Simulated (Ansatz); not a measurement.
Basis-set series for CH$_{7}$BNP (`NCBP`). The species carries charge 0 and has multiplicity 1. Geometry: relaxed with PBE0-D4/def2-TZVP. It is one conformer, not always the lowest.

```xyz
11

N     0.2665   -0.5721    1.4250
C     0.5653    0.5940    0.6092
B    -0.0917    0.6398   -0.8023
P    -1.2629   -0.6922   -1.4120
H     0.7399   -0.5291    2.3180
H    -0.7251   -0.6282    1.6201
H     0.3872    1.5642    1.1085
H     1.6462    0.6091    0.3909
H     0.0616    1.6193   -1.4743
H    -0.6079   -1.8690   -0.9892
H    -0.9792   -0.7359   -2.7939
```

```json
{"functional": "PBE0-D4", "basis": "def2-SVP", "functions": "95", "energy (Eh)": "-462.77837", "HOMO (eV)": "-6.66", "LUMO (eV)": "-1.08"}
{"functional": "PBE0-D4", "basis": "def2-TZVPP", "functions": "233", "energy (Eh)": "-463.03359", "HOMO (eV)": "-6.93", "LUMO (eV)": "-1.21"}
{"functional": "ωB97M-V", "basis": "def2-SVP", "functions": "95", "energy (Eh)": "-462.95418", "HOMO (eV)": "-9.01", "LUMO (eV)": "0.94"}
{"functional": "ωB97M-V", "basis": "def2-TZVPP", "functions": "233", "energy (Eh)": "-463.21737", "HOMO (eV)": "-9.24", "LUMO (eV)": "0.73"}
```

(1) Give the rows for def2-QZVPP. (Estimate.)

## Answers

(1) Computed: 
| functional | basis | functions | energy (Eh) | HOMO (eV) | LUMO (eV) |
| --- | --- | --- | --- | --- | --- |
| PBE0-D4 | def2-QZVPP | 451 | -463.05197 | -6.98 | -1.25 |
| ωB97M-V | def2-QZVPP | 451 | -463.23492 | -9.28 | 0.66 |

Positive LUMOs are unbound and depend on the basis.
